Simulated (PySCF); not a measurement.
## Interval between two levels of Cr(3+) by level of theory

Cr(3+) [Ar] 3d3 [4F9/2, M_J = 9/2] → Cr(3+) [Ar] 3d2 4p1 [4G11/2, M_J = 11/2], as a difference of total energies. Calculation: PySCF 2.14, in x2c-TZVPall-2c with one added diffuse shell each of s, p, d type (7s8p5d1f, 63 functions); the two-component X2C-1e Hamiltonian. Correlated levels: [Ne] frozen; the 6 highest virtual spinors dropped. "Screened" scales the spin-orbit matrix elements by Boettger's factors to mimic the two-electron term; Breit and QED terms are absent.

```tsv
method	interval between two levels (cm⁻¹)
GHF (spin-free)	154570
GMP2 (spin-free)	154820
GHF (screened spin-orbit)	155000
GMP2 (screened spin-orbit)	155270
```

The labels give the starting determinants; with spin-orbit coupling the two ends relaxed to ⟨J²⟩ = 24.75, ⟨L²⟩ = 12.01, ⟨S²⟩ = 3.75 and ⟨J²⟩ = 35.75, ⟨L²⟩ = 20.01, ⟨S²⟩ = 3.75.
